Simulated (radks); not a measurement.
Excited configurations of neutral praseodymium: one electron is placed in a higher orbital outside [Xe] 4f3 6s1. The ground configuration is [Xe] 4f3 6s2. All-electron calculation, non-relativistic Kohn-Sham, LDA (Slater exchange, Perdew-Wang correlation), spin-polarised, spherical densities, point nucleus; open shells are filled with parallel spins first (spin-orbit coupling, left out, can overturn this in heavy ions); relativity is left out, which matters for an element this heavy. Program: a radial shooting solver on a logarithmic mesh with Libxc functionals. Excitation = E - E(ground); binding = E(ion) - E, where the ion is the core of charge +1; n* = 1/sqrt(2 binding) in atomic units, and the quantum defect is n - n*.

outer orbital  excitation (eV)  binding (eV)     n*  quantum defect  eigenvalue (eV)  <r> (bohr)
5d                       0.403         4.963  1.656           3.344           -1.957       3.409
5f                       4.388         0.978  3.730           1.270           -0.444       15.62
6f                       4.672         0.694  4.428           1.572           -0.389       26.50
7f                       4.862         0.504  5.196           1.804           -0.311       40.05

Estimate the row for 7d.

Answer. excitation (eV) 4.380; binding (eV) 0.986; n* 3.715; quantum defect 3.285; eigenvalue (eV) -0.580; <r> (bohr) 20.18. The Delta-SCF ionisation energy is 5.366 eV (NIST Atomic Spectra Database: 5.470 eV, semi-empirical). Self-interaction in the functional shifts the binding energies and quantum defects, so they are the method's values and not measured ones. Relativity is left out here, which matters for elements this heavy. Open shells are spherical and high-spin; term and fine-structure splittings are not resolved.
